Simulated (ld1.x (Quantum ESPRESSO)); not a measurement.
## Sn (Z = 50): variants of one TM semilocal potential

Base potential:

| Quantity | Value |
| --- | --- |
| Element | Sn (Z = 50) |
| Generator | ld1.x (Quantum ESPRESSO) 7.5 |
| Type | norm-conserving Troullier–Martins (semilocal form) |
| Functional | PBE |
| Relativity | scalar-relativistic |
| Frozen core | [Ar] 3d10 4s2 |
| Valence charge | 20 |
| Reference configuration | 4p6 4d10 5s2 5p1.5 (charge +0.5) |
| Partial waves | 5s (bound): rc 2.20 bohr; 4d (bound): rc 1.15 bohr; 4p (bound): rc 1.15 bohr |
| Local potential | the p channel |
| Core correction | Bessel-smoothed model core, default radius (core density twice the valence density) |

Occupied shells without a wave of their own: 5p. They enter only through the test configuration that unscreens the potential, and ld1.x also counts them in the model core charge.

All-electron outer shells of the reference configuration (PBE, scalar-relativistic, ld1.x):

| shell | level (eV) | outermost node (bohr) | outermost maximum (bohr) |
| --- | --- | --- | --- |
| 3d | -477.21 | – | 0.25 |
| 4s | -137.71 | 0.40 | 0.74 |
| 4p | -93.48 | 0.41 | 0.79 |
| 4d | -29.61 | 0.39 | 0.88 |
| 5s | -14.02 | 0.98 | 1.99 |
| 5p | -6.83 | 1.09 | 2.49 |

Cutoffs, loose and tight: the cutoffs (Ry, on a coarse ladder) from which the occupation-weighted sum of valence levels, in a spherical-Bessel basis at the reference potential, stays within 10 and 1 mRy of its value at 400 Ry. They do not see the model core or the augmentation charge, which bear on the density cutoff. Test errors are all-electron minus pseudo excitation energies from the reference, over the configurations 4p6 4d10 5s2 5p2; 4p6 4d10 5s2 5p1; 4p6 4d10 5s2 5p0; 4p6 4d10 5s1 5p3; 4p6 4d10 5s0 5p4; 4p6 4d10 5s1 5p0; 4p6 4d9 5s2 5p2. A dash means not determined; rows that change the core or the reference have their own tests.

With those shells counted twice in exchange and correlation these files are broken, and their errors move erratically; no question is asked of them.

A semilocal file is local in each channel, so a ghost entry of none says nothing of the separable form that plane-wave codes build from it.

The default core radius of the base comes out at 0.54 bohr.

| change | outcome | cutoff, loose | cutoff, tight | bound ghosts | largest test error (meV) |
| --- | --- | --- | --- | --- | --- |
| base | generated | 110 Ry | 180 Ry | none | -914 |
| wave 4d (bound): rc 1.15 bohr becomes 4d (bound): rc 1.40 bohr | generated | 120 Ry | 180 Ry | none | -914 |
| functional PW91 | generated | 110 Ry | 180 Ry | none | -957 |
| wave 4p (bound): rc 1.15 bohr becomes 4p (bound): rc 1.66 bohr | generated, misses its reference levels by 0.52 eV | 100 Ry | 160 Ry | none | -2043 |
| core correction Bessel-smoothed model core inside 1.42 bohr | generated | 110 Ry | 180 Ry | none | -914 |
| reference 4p6 4d10 5s2 5p2 | generated | 110 Ry | 180 Ry | none | -1378 |
| wave 5s (bound): rc 2.20 bohr becomes 5s (bound): rc 3.06 bohr | generated | 110 Ry | 180 Ry | none | -926 |
